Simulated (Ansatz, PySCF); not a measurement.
CsI, SMILES [Cs][I]. Atoms are numbered in the order given.

```xyz
2

Cs     0.0000     0.0000    -1.6380
I      0.0000     0.0000     1.6999
```
Charge 0, spin multiplicity 1.

Coordinates come from a PBE0-D3(BJ)/def2-TZVPD optimisation. The def2 effective core potentials stand for the cores of Cs, I; spin–orbit coupling is left out.

Two levels are set side by side: PBE-D3(BJ)/def2-TZVPD (Ansatz, an electronic-structure program) and PBE0-D3(BJ)/def2-TZVPD (Ansatz). Each level has its own optimised geometry; the coordinates shown are those of the second. Frequencies come from the Hessian of PySCF at each geometry. Differences are taken from unrounded values.

```
quantity                            PBE0-D3(BJ)  PBE-D3(BJ)  PBE-D3(BJ) minus PBE0-D3(BJ)
----------------------------------  -----------  ----------  ----------------------------
bond Cs1–I2 (Å)                           3.338       3.341                         0.003
highest harmonic wavenumber (cm⁻¹)          116         114                            -2
mean harmonic wavenumber (cm⁻¹)             116         114                            -2
zero-point energy (kcal/mol)               0.17        0.16                          0.00
```

Here PBE gives about what the other level gives.
